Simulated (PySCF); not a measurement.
A structure optimised at B3LYP-D3(BJ)/def2-SVP, used in a PySCF frequency run:

```xyz
9

Si     0.0028    -0.8453     0.6285
Br    -0.9958     0.6809    -0.6920
C      1.8451    -0.7986     0.3649
C      2.7058    -0.4707     1.3389
H     -0.3083    -0.5150     2.0447
H     -0.5778    -2.1639     0.2588
H      2.2404    -1.0475    -0.6284
H      3.7893    -0.4514     1.1764
H      2.3660    -0.2046     2.3464
```

Task: Write its SMILES and formula.

Result: C=C[SiH2]Br, C2H5BrSi

Task: What are its rotational constants (standard atomic weights)?

Result: 10.133, 1.4494, 1.3428 GHz
